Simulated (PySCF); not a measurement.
**How methods differ on the electron affinity of K**

K⁻ [Ar] 4s2 (1S) → K [Ar] 4s1 (2S), as a difference of total energies. Calculation: PySCF 2.14, in def2-QZVPPD (11s6p4d3f, 70 functions); the non-relativistic Hamiltonian (point nucleus). Correlated levels: valence: [Ar] frozen. The calculations carry no spin-orbit coupling.

```csv
method,electron affinity (eV)
UHF,-0.189
MP2 (valence),0.209
SCS-MP2 (valence),0.288
CCSD (valence),0.438
```

These non-relativistic numbers lack the scalar-relativistic shift.

Errors of the correlated levels include the incompleteness of this basis and the frozen core.

A negative affinity means that the anion lies above the atom at that level of theory.

With two correlated electrons CCSD is exact in that space.

For comparison: 0.501 eV (measured; photodetachment measurements, as compiled on the Wikipedia data page of electron affinities).
